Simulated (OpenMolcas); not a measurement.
**Computed levels of Os V**

```yaml
Program: OpenMolcas
Method: CASSCF
Basis: ANO-RCC-VQZP [9s8p6d4f3g2h]
Scalar_Hamiltonian: DKH2, point nucleus
Active_space: 4 electrons in 5 orbitals (5d)
State_averaging: 2S+1 = 5 even, 5 roots; 2S+1 = 3 even, 45 roots; 2S+1 = 1 even, 50 roots
Spin-orbit_coupling: RASSI with atomic mean-field integrals over the reference wave functions, term energies averaged over their components
```

With spin-orbit coupling, above the lowest level:

```json
{"Configuration": "5d⁴", "Term": "⁵D", "J": "0", "E (cm⁻¹)": "0.0", "Measured (cm⁻¹)": "0.0", "g": "", "Term weight %": "73", "Second": "24 ³P(1)"}
{"Configuration": "5d⁴", "Term": "⁵D", "J": "1", "E (cm⁻¹)": "3573", "Measured (cm⁻¹)": "4311", "g": "1.499", "Term weight %": "88", "Second": "11 ³P(1)"}
{"Configuration": "5d⁴", "Term": "⁵D", "J": "2", "E (cm⁻¹)": "7115", "Measured (cm⁻¹)": "8083", "g": "1.485", "Term weight %": "94", "Second": "2 ³P(1)"}
{"Configuration": "5d⁴", "Term": "⁵D", "J": "3", "E (cm⁻¹)": "10177", "Measured (cm⁻¹)": "11018", "g": "1.471", "Term weight %": "91", "Second": "5 ³F(1)"}
{"Configuration": "5d⁴", "Term": "⁵D", "J": "4", "E (cm⁻¹)": "12622", "Measured (cm⁻¹)": "12966", "g": "1.438", "Term weight %": "80", "Second": "16 ³F(1)"}
{"Configuration": "5d⁴", "Term": "³P(1)", "J": "0", "E (cm⁻¹)": "20625", "Measured (cm⁻¹)": "", "g": "", "Term weight %": "61", "Second": "26 ⁵D"}
{"Configuration": "5d⁴", "Term": "³H", "J": "4", "E (cm⁻¹)": "22139", "Measured (cm⁻¹)": "20374", "g": "0.937", "Term weight %": "61", "Second": "15 ³G"}
{"Configuration": "5d⁴", "Term": "³G", "J": "3", "E (cm⁻¹)": "26792", "Measured (cm⁻¹)": "23942", "g": "0.893", "Term weight %": "62", "Second": "28 ³F(1)"}
{"Configuration": "5d⁴", "Term": "³H", "J": "5", "E (cm⁻¹)": "27241", "Measured (cm⁻¹)": "25344", "g": "1.068", "Term weight %": "79", "Second": "21 ³G"}
{"Configuration": "5d⁴", "Term": "³P(1)", "J": "1", "E (cm⁻¹)": "27990", "Measured (cm⁻¹)": "24680", "g": "1.412", "Term weight %": "82", "Second": "9 ⁵D"}
{"Configuration": "5d⁴", "Term": "³F(1)", "J": "2", "E (cm⁻¹)": "28046", "Measured (cm⁻¹)": "", "g": "0.772", "Term weight %": "76", "Second": "14 ¹D(1)"}
{"Configuration": "5d⁴", "Term": "³H", "J": "6", "E (cm⁻¹)": "29577", "Measured (cm⁻¹)": "27669", "g": "1.130", "Term weight %": "78", "Second": "22 ¹I"}
{"Configuration": "5d⁴", "Term": "³G", "J": "4", "E (cm⁻¹)": "32337", "Measured (cm⁻¹)": "", "g": "1.063", "Term weight %": "42", "Second": "25 ³H"}
{"Configuration": "5d⁴", "Term": "³P(1)", "J": "2", "E (cm⁻¹)": "34524", "Measured (cm⁻¹)": "", "g": "1.317", "Term weight %": "52", "Second": "40 ³D"}
{"Configuration": "5d⁴", "Term": "¹G(1)", "J": "4", "E (cm⁻¹)": "34647", "Measured (cm⁻¹)": "", "g": "1.111", "Term weight %": "31", "Second": "30 ³F(1)"}
{"Configuration": "5d⁴", "Term": "³F(1)", "J": "3", "E (cm⁻¹)": "36191", "Measured (cm⁻¹)": "32172", "g": "1.048", "Term weight %": "61", "Second": "18 ³G"}
{"Configuration": "5d⁴", "Term": "³D", "J": "3", "E (cm⁻¹)": "38401", "Measured (cm⁻¹)": "", "g": "1.217", "Term weight %": "68", "Second": "15 ³G"}
{"Configuration": "5d⁴", "Term": "³G", "J": "5", "E (cm⁻¹)": "39604", "Measured (cm⁻¹)": "37016", "g": "1.166", "Term weight %": "79", "Second": "21 ³H"}
{"Configuration": "5d⁴", "Term": "³P(1)", "J": "2", "E (cm⁻¹)": "41058", "Measured (cm⁻¹)": "", "g": "1.170", "Term weight %": "29", "Second": "27 ¹D(1)"}
{"Configuration": "5d⁴", "Term": "¹I", "J": "6", "E (cm⁻¹)": "41892", "Measured (cm⁻¹)": "39284", "g": "1.037", "Term weight %": "78", "Second": "22 ³H"}
{"Configuration": "5d⁴", "Term": "³D", "J": "1", "E (cm⁻¹)": "42855", "Measured (cm⁻¹)": "38536", "g": "0.603", "Term weight %": "90", "Second": "7 ³P(1)"}
{"Configuration": "5d⁴", "Term": "¹G(1)", "J": "4", "E (cm⁻¹)": "48034", "Measured (cm⁻¹)": "", "g": "1.068", "Term weight %": "50", "Second": "18 ³F(1)"}
{"Configuration": "5d⁴", "Term": "¹S(1)", "J": "0", "E (cm⁻¹)": "49251", "Measured (cm⁻¹)": "", "g": "", "Term weight %": "79", "Second": "16 ³P(1)"}
{"Configuration": "5d⁴", "Term": "¹D(1)", "J": "2", "E (cm⁻¹)": "50351", "Measured (cm⁻¹)": "", "g": "1.107", "Term weight %": "34", "Second": "20 ³D"}
{"Configuration": "5d⁴", "Term": "¹F", "J": "3", "E (cm⁻¹)": "52958", "Measured (cm⁻¹)": "46549", "g": "1.052", "Term weight %": "67", "Second": "16 ³D"}
{"Configuration": "5d⁴", "Term": "³P(2)", "J": "2", "E (cm⁻¹)": "57646", "Measured (cm⁻¹)": "", "g": "1.335", "Term weight %": "74", "Second": "14 ³F(2)"}
{"Configuration": "5d⁴", "Term": "³F(2)", "J": "4", "E (cm⁻¹)": "59898", "Measured (cm⁻¹)": "53795", "g": "1.195", "Term weight %": "70", "Second": "14 ¹G(2)"}
{"Configuration": "5d⁴", "Term": "³F(2)", "J": "2", "E (cm⁻¹)": "62423", "Measured (cm⁻¹)": "", "g": "0.816", "Term weight %": "66", "Second": "17 ¹D(1)"}
{"Configuration": "5d⁴", "Term": "³F(2)", "J": "3", "E (cm⁻¹)": "63189", "Measured (cm⁻¹)": "55872", "g": "1.071", "Term weight %": "80", "Second": "18 ¹F"}
{"Configuration": "5d⁴", "Term": "³P(2)", "J": "1", "E (cm⁻¹)": "64368", "Measured (cm⁻¹)": "55988", "g": "1.488", "Term weight %": "98", "Second": ""}
{"Configuration": "5d⁴", "Term": "³P(2)", "J": "0", "E (cm⁻¹)": "67599", "Measured (cm⁻¹)": "", "g": "", "Term weight %": "89", "Second": "6 ¹S(1)"}
{"Configuration": "5d⁴", "Term": "¹G(2)", "J": "4", "E (cm⁻¹)": "68112", "Measured (cm⁻¹)": "", "g": "1.040", "Term weight %": "82", "Second": "16 ³F(2)"}
{"Configuration": "5d⁴", "Term": "¹D(2)", "J": "2", "E (cm⁻¹)": "84996", "Measured (cm⁻¹)": "", "g": "1.001", "Term weight %": "95", "Second": ""}
{"Configuration": "5d⁴", "Term": "¹S(2)", "J": "0", "E (cm⁻¹)": "107150", "Measured (cm⁻¹)": "", "g": "", "Term weight %": "95", "Second": "5 ³P(2)"}
```

Against the 17 measured excited levels shown (the list in Palmeri et al., Atoms 14, 22 (2026)) the mean absolute deviation is 3300 cm-1; the largest miss in energy is 5d⁴ ³P₁(2): computed 64368, measured 55988 cm⁻¹ (+15.0 %).

Spin-orbit coupling puts the lowest level 12125 cm⁻¹ below the lowest spin-free term.

A least-squares Racah fit to the terms below 60000 cm-1, each weighted by 2L + 1 and with a free common offset, gives B = 872 cm-1 and C = 3623 cm-1 (C/B = 4.15), with an rms deviation of 34 cm-1.

For ⁵D the intervals divided by the larger J are 3572.7, 1771.4, 1020.4, 611.4 cm-1. Landé's interval rule makes them equal in pure LS coupling; they differ by 170 % of their mean. The multiplet is regular.

Without dynamic correlation excited terms often stand tens of per cent too high (terms of higher spin than the ground term too low), and those without a measured partner can miss by more than the paired ones. Computed and measured levels are paired by configuration, term and J; levels that our copy of the source lacks, or whose pairing is in doubt (as where it misses far off the trend of its configuration), stay unpaired and out of the deviations. Only configurations of the active space appear.

The term weight is that of the spin-free term in the level, not the purity of its configuration. A number in round brackets counts repeated terms of one configuration in the order of the reference energies.
